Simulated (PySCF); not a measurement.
Gas-phase reaction: SnCl2 + 3 ClF = SnF3 + 5 Cl, at 1400 K and a standard pressure of 1 bar. Level: BLYP/def2-TZVP†.

Method: PySCF energies plus ideal-gas RRHO corrections (1 bar). † marks an energy on the PBE0/def2-TZVP geometry and frequencies. Open shells (unrestricted): SnF3 (multiplicity 2), Cl (multiplicity 2, electronic degeneracy 6); the rest are closed-shell singlets. Spin-orbit splitting is ignored; it lowers the true energy and changes the entropy of Cl. Sn: scalar-relativistic def2 core potential, no spin-orbit coupling. SnF3: computed as isolated molecules; such fragments, hydroxides, amides, oligomers or adducts are transient or little studied in the gas. The harmonic model lacks anharmonicity and excited electronic states, which grow with temperature; levels with a mode under 35 cm⁻¹ are left out. Soft modes under 120 cm⁻¹ make the harmonic entropy rough for SnCl2.

```json
[
 {"species": "SnCl2", "E (Ha)": "-1134.79907", "H(1400 K) − E (kJ/mol)": "81.7", "S°(1400 K) (J/mol/K)": "394.0"},
 {"species": "ClF", "E (Ha)": "-560.01636", "H(1400 K) − E (kJ/mol)": "53.1", "S°(1400 K) (J/mol/K)": "271.8"},
 {"species": "SnF3", "E (Ha)": "-513.97977", "H(1400 K) − E (kJ/mol)": "117.7", "S°(1400 K) (J/mol/K)": "436.6"},
 {"species": "Cl", "E (Ha)": "-460.15035", "H(1400 K) − E (kJ/mol)": "29.1", "S°(1400 K) (J/mol/K)": "200.4"}
]
```
E: electronic energy; H − E holds the zero-point and thermal terms. 1 Ha = 2625.5 kJ/mol.

Work out ΔH°, ΔS°, ΔG° and log10 K from these numbers.

1. ΔE = 1×(-513.97977) + 5×(-460.15035) − 1×(-1134.79907) − 3×(-560.01636) = 0.11663 Ha = 306.2 kJ.
2. Δ(H − E) = 1×(117.7) + 5×(29.1) − 1×(81.7) − 3×(53.1) = 22.2 kJ, so ΔH° = 328.4 kJ.
3. ΔS° = 1×(436.6) + 5×(200.4) − 1×(394.0) − 3×(271.8) = 229.2 J/K; the number of gas molecules changes by +2.
4. ΔG° = ΔH° − TΔS° = 328.4 − 1400×(229.2)/1000 = 7.5 kJ.
5. log10 K = −ΔG°/(RT ln 10) = -0.28, with RT ln 10 = 26.80 kJ/mol; at standard pressures the reactants are favoured.
6. A shift of 10 kJ in ΔE would move log10 K by 0.37 here.
7. With ΔH° and ΔS° held fixed, ΔG° changes sign near ΔH°/ΔS° = 1430 K.
8. Lowering the total pressure from 1 bar to 0.01 bar multiplies the mole-fraction quotient K_x = K (p/p°)^(−Δn) by 10^4, which pushes the balance towards the products.
For scale, ΔH°(298 K) is 307 kJ at this level, 317 kJ at ωB97M-V/def2-TZVP†, and runs from -161 to 555 kJ over the 17 levels computed.
